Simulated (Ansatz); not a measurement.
`CCBO` + `[GaH3]` → `O[BH][GaH2]` + `CC`  (formal exchange of groups at a B–C bond)

Gas-phase electronic energies from Ansatz, PBE0-D4/def2-TZVP geometries. CBS: MP2 limit from def2 TZ/QZ plus the TZ coupled-cluster correction, frozen cores. This one scheme is used for every species. DFT in def2-TZVPP. For Ga outer-core shells are correlated without core-valence functions, which leaves a few kJ/mol of doubt a bond. Scalar relativity is left out up to krypton. Each species was taken in one conformer, which may not be the lowest.

`CCBO`:

Cartesian coordinates in Å:
```
C -0.535 0.943 0.958
C 0.312 -0.194 0.388
B 0.288 -0.293 -1.178
O 0.257 -1.467 -1.853
H -1.597 0.793 0.748
H -0.424 1.030 2.041
H -0.250 1.901 0.516
H 0.040 -1.147 0.860
H 1.364 -0.023 0.661
H 0.321 0.690 -1.868
H 0.224 -2.235 -1.274
```

`[GaH3]`:

Z-matrix (Å, degrees):
```
Ga
H 1 1.568
H 1 1.568 2 120.0
H 1 1.568 2 120.0 3 -179.9
```

`O[BH][GaH2]`:

Cartesian coordinates in Å:
```
O -0.934 1.374 0.424
B -0.431 0.439 -0.417
Ga 0.860 -1.033 0.341
H -1.516 2.009 -0.005
H -0.748 0.490 -1.584
H 2.428 -0.853 0.370
H 0.341 -2.426 0.871
```

`CC`:

Z-matrix (Å, degrees):
```
C
C 1 1.519
H 1 1.093 2 111.4
H 1 1.093 2 111.4 3 120.0
H 1 1.093 2 111.4 3 -120.0
H 2 1.093 1 111.4 3 180.0
H 2 1.093 1 111.4 3 -60.0
H 2 1.093 1 111.4 3 60.0
```

Question: Is it downhill or uphill in electronic energy at CCSD(T)/CBS, and by how much? (An estimate is asked.)

Answer: Ansatz gave: Uphill: ΔE = +17.4 kJ/mol.

Question: What do these levels give: r2SCANh-D4, B2PLYP, PBE, CAM-B3LYP, HF/def2-SVP, HF/CBS(def2)? (An estimate is asked.)

Answer: Ansatz gave: r2SCANh-D4 20.8, B2PLYP 18.7, PBE 12.6, CAM-B3LYP 21.2, HF/def2-SVP 29.8, HF/CBS(def2) 27.2 kJ/mol.

Largest T1 diagnostic among the species: 0.014.

From PBE to PBE0 (25 % exact exchange), in def2-TZVPP and without D4, ΔE moves by +4.2 kJ/mol. Leaving LDA and LC-ωPBE aside and taking each functional with its dispersion term where it has one, the values, not all of them listed here, spread over 14.1 kJ/mol, from PBE-D4 to B97M-V. LDA lies +9.4 kJ/mol from PBE without D4. In def2-TZVPP, CCSD(T) changes the Hartree–Fock value by −6.5 kJ/mol (the triples alone add −0.4 kJ/mol) and MP2 by −3.4 kJ/mol.
